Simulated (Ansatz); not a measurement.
Wavefunction ladder for C7H10 (`C/C=C1\C=CCC1`)

```csv
atom,x (Å),y (Å),z (Å)
C1,-1.1812,-1.3580,1.9852
C2,-0.7262,-0.0610,1.4103
C3,-0.0770,0.1106,0.2556
C4,0.3212,-0.9050,-0.7088
C5,0.8720,-0.3563,-1.7949
C6,0.9081,1.1387,-1.7183
C7,0.3885,1.4429,-0.3006
H8,-2.2664,-1.3640,2.1342
H9,-0.9287,-2.2066,1.3488
H10,-0.7321,-1.5325,2.9690
H11,-0.9513,0.8258,1.9999
H12,0.1759,-1.9678,-0.5642
H13,1.2347,-0.9101,-2.6529
H14,0.2727,1.5812,-2.4946
H15,1.9144,1.5337,-1.8902
H16,1.1902,1.8467,0.3237
H17,-0.4150,2.1818,-0.3023
```

The species carries charge 0 and has multiplicity 1. Geometry: relaxed with PBE0-D4/def2-TZVP. Frozen core, restricted reference, Ansatz. CBS rows extrapolate triple and quadruple zeta; past MP2 they add the triple-zeta difference.

```
     basis     HF (Eh)  MP2 corr.  CCSD corr.       (T)  CCSD(T) total
  def2-SVP           ?   -0.94578    -1.01558  -0.03815              ?
def2-TZVPP  -270.96569          ?           ?  -0.05635              ?
def2-QZVPP  -270.97760   -1.22041           –         –              –
 CBS(def2)  -270.97924   -1.27358           ?     as TZ              ?
```

Fill in the withheld values. (Estimate.)

Ansatz gave: def2-SVP HF (Eh): -270.67123; def2-SVP CCSD(T) total: -271.72496; def2-TZVPP MP2 corr.: -1.14863; def2-TZVPP CCSD corr.: -1.20130; def2-TZVPP CCSD(T) total: -272.22334; CBS(def2) CCSD corr.: -1.32625; CBS(def2) CCSD(T) total: -272.36184.
